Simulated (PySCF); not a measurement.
CH9ClSi4.
Atom-mapped SMILES: `[SiH3:1][Si:2]1([Cl:3])[SiH2:4][CH2:5][SiH2:6]1` (hydrogens: H7, H8, H9 on Si1; H10, H11 on Si4; H12, H13 on C5; H14, H15 on Si6)

Structure used (GFN2-xTB), in Å, numbered top down from 1:
```
atom  x, y, z in Å
Si1    2.770   -0.352    0.296
Si2    0.679   -0.175   -0.718
Cl3    1.044   -0.459   -2.759
Si4   -1.224   -1.375    0.045
C5    -2.025    0.334    0.445
Si6   -0.804    1.632   -0.297
H7     2.595   -0.162    1.739
H8     3.734    0.655   -0.155
H9     3.412   -1.656    0.107
H10   -1.090   -2.200    1.255
H11   -2.074   -2.157   -0.862
H12   -2.137    0.473    1.519
H13   -3.030    0.426    0.040
H14   -1.440    2.391   -1.381
H15   -0.414    2.635    0.705
```

Method used: wB97X-D/def2-SVPD in PySCF (dipole) on a GFN2-xTB geometry, gas phase.

Masses are those of the commonest isotopes; rigid-rotor values at the optimised geometry. The values belong to one conformer with, in the numbering `[SiH3:1][Si:2]1([Cl:3])[SiH2:4][CH2:5][SiH2:6]1`, Si1–Si2–Si4–C5 117°, Si2–Si4–C5–Si6 8°, Si4–C5–Si6–Si2 -8°, Si1–Si2–Si6–C5 -117°.

Question: Give the principal moments of inertia and the rotational constants in MHz.

Answer: Ia = 367.96, Ib = 595.70, Ic = 651.11 u·Å²; 505379 MHz·u·Å²/I gives A = 1373, B = 848.4, C = 776.2 MHz.

Question: What kind of rotor is it?

Answer: An asymmetric top. Ray's parameter κ = (2B − A − C)/(A − C) = -0.758; −1 is the prolate and +1 the oblate limit.

Question: What does the inertial defect say?

Answer: Not planar: Δ = Ic − Ia − Ib = -312.55 u·Å². For a rigid frame Δ = −2 Σ m c², so Σ m c² = 156.28 u·Å² lies off the ab plane: 25.70 from hydrogen and 130.58 from heavier atoms. The atom farthest from that plane is 2.46 Å away.

Question: Give the other two planar moments, Paa and Pbb, and the rms extents of the mass along the axes.

Answer: Paa = Σ m a² = (Ib + Ic − Ia)/2 = 439.42 and Pbb = Σ m b² = (Ia + Ic − Ib)/2 = 211.68 u·Å². With the mass M = 167.95 u, the rms extents √(P/M) along a, b and c are 1.62, 1.12, 0.96 Å.

Question: List the rotational levels J(Ka,Kc) to J = 5 (cm⁻¹).

Answer: Above 0(0,0):
J = 1: 1(0,1) 0.0542, 1(1,1) 0.0717, 1(1,0) 0.0741
J = 2: 2(0,2) 0.1623, 2(1,2) 0.1777, 2(1,1) 0.1849, 2(2,1) 0.2374, 2(2,0) 0.2377
J = 3: 3(0,3) 0.3240, 3(1,3) 0.3365, 3(1,2) 0.3509, 3(2,2) 0.4000, 3(2,1) 0.4012, 3(3,1) 0.4937, 3(3,0) 0.4938
J = 4: 4(0,4) 0.5386, 4(1,4) 0.5480, 4(1,3) 0.5720, 4(2,3) 0.6166, 4(2,2) 0.6199, 4(3,2) 0.7109, 4(3,1) 0.7110, 4(4,1) 0.8416, 4(4,0) 0.8416
J = 5: 5(0,5) 0.8054, 5(1,5) 0.8121, 5(1,4) 0.8478, 5(2,4) 0.8870, 5(2,3) 0.8945, 5(3,3) 0.9825, 5(3,2) 0.9829, 5(4,2) 1.1130, 5(4,1) 1.1130, 5(5,1) 1.2810, 5(5,0) 1.2810
Those of J = 1 are B + C, A + C and A + B.

Question: Which types of transition are allowed, and where do some lines up to J = 4 fall?

Answer: The dipole components are |μa| = 1.27 D, |μb| = 1.31 D, |μc| = 0.00 D; the mirror of this Cs structure is the ab plane, so μc vanishes by symmetry and there are no c-type lines. Intensities carry the squares of the components, which stand as 0.94 : 1.00 (a : b). Some lines, for components of 0.1 D or more:

```json
{"type": "a", "branch": "Q", "J(Ka,Kc)": "3(1,2) ← 3(1,3)", "MHz": "433", "lower level (cm⁻¹)": "0.336"}
{"type": "b", "branch": "Q", "J(Ka,Kc)": "3(1,2) ← 3(0,3)", "MHz": "807", "lower level (cm⁻¹)": "0.324"}
{"type": "b", "branch": "Q", "J(Ka,Kc)": "2(2,0) ← 2(1,1)", "MHz": "1582", "lower level (cm⁻¹)": "0.185"}
{"type": "b", "branch": "Q", "J(Ka,Kc)": "3(2,2) ← 3(1,3)", "MHz": "1904", "lower level (cm⁻¹)": "0.336"}
{"type": "b", "branch": "Q", "J(Ka,Kc)": "4(2,3) ← 4(1,4)", "MHz": "2056", "lower level (cm⁻¹)": "0.548"}
{"type": "b", "branch": "R", "J(Ka,Kc)": "1(1,1) ← 0(0,0)", "MHz": "2150", "lower level (cm⁻¹)": "0.000"}
{"type": "b", "branch": "R", "J(Ka,Kc)": "2(0,2) ← 1(1,1)", "MHz": "2717", "lower level (cm⁻¹)": "0.072"}
{"type": "b", "branch": "Q", "J(Ka,Kc)": "3(3,0) ← 3(2,1)", "MHz": "2776", "lower level (cm⁻¹)": "0.401"}
{"type": "a", "branch": "R", "J(Ka,Kc)": "2(0,2) ← 1(0,1)", "MHz": "3242", "lower level (cm⁻¹)": "0.054"}
{"type": "b", "branch": "R", "J(Ka,Kc)": "3(1,2) ← 2(2,1)", "MHz": "3402", "lower level (cm⁻¹)": "0.237"}
{"type": "b", "branch": "R", "J(Ka,Kc)": "2(1,2) ← 1(0,1)", "MHz": "3702", "lower level (cm⁻¹)": "0.054"}
{"type": "b", "branch": "Q", "J(Ka,Kc)": "4(4,0) ← 4(3,1)", "MHz": "3914", "lower level (cm⁻¹)": "0.711"}
{"type": "b", "branch": "R", "J(Ka,Kc)": "3(0,3) ← 2(1,2)", "MHz": "4386", "lower level (cm⁻¹)": "0.178"}
{"type": "a", "branch": "R", "J(Ka,Kc)": "3(1,3) ← 2(1,2)", "MHz": "4761", "lower level (cm⁻¹)": "0.178"}
{"type": "a", "branch": "R", "J(Ka,Kc)": "3(0,3) ← 2(0,2)", "MHz": "4846", "lower level (cm⁻¹)": "0.162"}
{"type": "a", "branch": "R", "J(Ka,Kc)": "3(2,1) ← 2(2,0)", "MHz": "4901", "lower level (cm⁻¹)": "0.238"}
{"type": "b", "branch": "R", "J(Ka,Kc)": "4(1,3) ← 3(2,2)", "MHz": "5156", "lower level (cm⁻¹)": "0.400"}
{"type": "b", "branch": "R", "J(Ka,Kc)": "3(1,3) ← 2(0,2)", "MHz": "5221", "lower level (cm⁻¹)": "0.162"}
{"type": "a", "branch": "R", "J(Ka,Kc)": "4(1,4) ← 3(1,3)", "MHz": "6341", "lower level (cm⁻¹)": "0.336"}
{"type": "a", "branch": "R", "J(Ka,Kc)": "4(3,2) ← 3(3,1)", "MHz": "6511", "lower level (cm⁻¹)": "0.494"}
{"type": "a", "branch": "R", "J(Ka,Kc)": "4(3,1) ← 3(3,0)", "MHz": "6513", "lower level (cm⁻¹)": "0.494"}
{"type": "b", "branch": "R", "J(Ka,Kc)": "3(2,1) ← 2(1,2)", "MHz": "6700", "lower level (cm⁻¹)": "0.178"}
{"type": "b", "branch": "R", "J(Ka,Kc)": "3(3,1) ← 2(2,0)", "MHz": "7677", "lower level (cm⁻¹)": "0.238"}
{"type": "b", "branch": "R", "J(Ka,Kc)": "4(3,2) ← 3(2,1)", "MHz": "9287", "lower level (cm⁻¹)": "0.401"}
```

Question: Estimate the classical rotational partition function at 10 K, 50 K and 500 K.

Answer: Point group Cs, symmetry number σ = 1; q = (√π/σ)·√((kT/h)³/(ABC)), k/h = 20836.6 MHz/K: 5610 at 10 K, 62700 at 50 K, 1980000 at 500 K.

GFN2-xTB frequencies: not computed here. No vibrational averaging or centrifugal distortion is included, and the geometry carries the error of its method. A rigid rotor knows nothing of internal rotation, which can split or shift real lines. Quadrupole hyperfine structure (35Cl) is left out.

On Arm Neoverse V2, one thread, no GPU, shared host with 96 logical CPUs at a one-minute load of 57, this took 43 s of wall time and 0.94 GiB of memory at its peak. This is the wB97X-D/def2-SVPD job that gave the dipole, with the excitations it also computed.
